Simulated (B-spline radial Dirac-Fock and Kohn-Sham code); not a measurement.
# Pr: eigenvalues, ΔSCF and the reference

System: atomic praseodymium, [Xe] 4f2 6s2 6p1 (an excited configuration).

The density-functional columns are spherical, spin-unpolarised Dirac-Kohn-Sham results without Breit or QED terms: −ε is minus the orbital energy of the initial state and ΔSCF the difference of two total energies. The reference in the last column comes from relaxed Dirac-Fock hole states (ΔSCF) with Breit and QED corrections and a finite nucleus. All numbers are from an atomic code on a B-spline grid, in eV; a selection of levels is shown. For the 1s level of heavy atoms much of the gap between ΔSCF and the reference is the Breit and QED part, -165.0 eV here; for other levels the error of the functional can be larger.

```tsv
level	PBE −ε	PBE ΔSCF	Dirac-Fock
1s	41783.5	42197.2	42001.8
2s	6727.3	6801.7	6855.0
2p1/2	6358.7	6452.5	6455.2
2p3/2	5876.5	5962.3	5978.9
3s	1459.8	1483.6	1524.8
3p1/2	1303.0	1328.0	1355.2
3p3/2	1207.5	1231.2	1259.1
3d3/2	933.7	961.1	966.5
3d5/2	913.2	940.0	946.4
4s	298.1	308.5	328.0
4p1/2	239.3	249.5	262.5
4p3/2	218.6	228.5	241.8
4d3/2	122.0	131.4	132.6
4d5/2	118.4	127.6	129.0
4f	9.30	16.71	14.28
5s	45.17	50.59	53.87
5p1/2	28.97	33.95	33.30
5p3/2	25.92	30.72	30.20
6s	5.05	7.53	6.33
6p	2.19	4.15	3.83
```

Values without a named source are computed, but for edge energies of neutral atoms, which are taken from tables.
